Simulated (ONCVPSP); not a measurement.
# iridium: one change to an ONCV potential, before and after

| Quantity | Value |
| --- | --- |
| Element | Ir |
| Generator | ONCVPSP 4.0.1 |
| Type | optimised norm-conserving Vanderbilt (ONCV) |
| Functional | PBE |
| Relativity | scalar-relativistic |
| Frozen core | [Kr] 4d10 4f14 |
| Valence charge | 17 |
| Reference configuration | 5s2 5p6 5d7 6s2 |
| Partial waves | 5s+6s: rc 1.85 bohr, ncon 4, nbas 7, qcut 5.3 1/bohr, 2 projectors; 5p: rc 1.60 bohr, ncon 5, nbas 9, qcut 7.7 1/bohr, 2 projectors, debl 3.3 Ha; 5d: rc 2.20 bohr, ncon 4, nbas 8, qcut 7.9 1/bohr, 2 projectors, debl 0.9 Ha |
| Local potential | polynomial inside 1.50 bohr (lpopt 5, dvloc0 2 Ha) |
| Core correction | none |

All-electron outer shells of the reference configuration (PBE, scalar-relativistic, ld1.x):

```
shell  level (eV)  outermost node (bohr)  outermost maximum (bohr)
   5s      -97.99                   0.50                      0.89
   4f      -62.19                      –                      0.39
   5p      -54.70                   0.54                      1.01
   5d       -7.15                   0.59                      1.29
   6s       -6.33                   1.17                      2.38
```

Change: s: qcut 6.6.

Cutoffs: the cutoffs (Ha) at which the residual kinetic energy of the hardest occupied pseudo-wave falls to 1 and 0.1 mHa per electron; they do not see the model core or the augmentation charge, which bear on the density cutoff. Errors are all-electron minus pseudo energies relative to the spin-unpolarised reference configuration.

How do hardness, ghosts and transferability respond?

The potential gets neither clearly harder nor softer (24 Ha and 37 Ha → 24 Ha and 37 Ha); the p channel sets the loose cutoff, while the largest relative change is in s, which becomes harder; the errors of the 4 common tests hardly move; the range in which the s phases agree widens (upper end 3.4 → 4.4); neither file shows a bound ghost.

| quantity | base | changed |
| --- | --- | --- |
| cutoff, loose | 24 Ha | 24 Ha |
| cutoff, tight | 37 Ha | 37 Ha |
| loose cutoff by channel | s 11 Ha, p 24 Ha, d 18 Ha | s 15 Ha, p 24 Ha, d 18 Ha |
| bound ghosts | none | none |
| GHOST(+) flags under 300 eV | none | none |
| error for 5s2 5p6 5d7 6s1, meV [ΔE 9.88 eV] | -5.1 | -4.7 |
| error for 5s2 5p6 5d7 6s0, meV [ΔE 27.35 eV] | -17 | -15 |
| error for 5s2 5p6 5d6 6s0, meV [ΔE 57.89 eV] | -18 | -16 |
| error for 5s2 5p6 5d7 6s1.5, meV [ΔE 4.04 eV] | -1.8 | -1.8 |
| s: phases at 1.88 bohr within 0.05 rad from the reference energy up to (Ha; the scan ends near 5) | 3.4 | 4.4 |
| p: phases at 1.63 bohr within 0.05 rad from the reference energy up to (Ha; the scan ends near 5) | to the end of the scan | to the end of the scan |
| d: phases at 2.23 bohr within 0.05 rad from the reference energy up to (Ha; the scan ends near 5) | to the end of the scan | to the end of the scan |
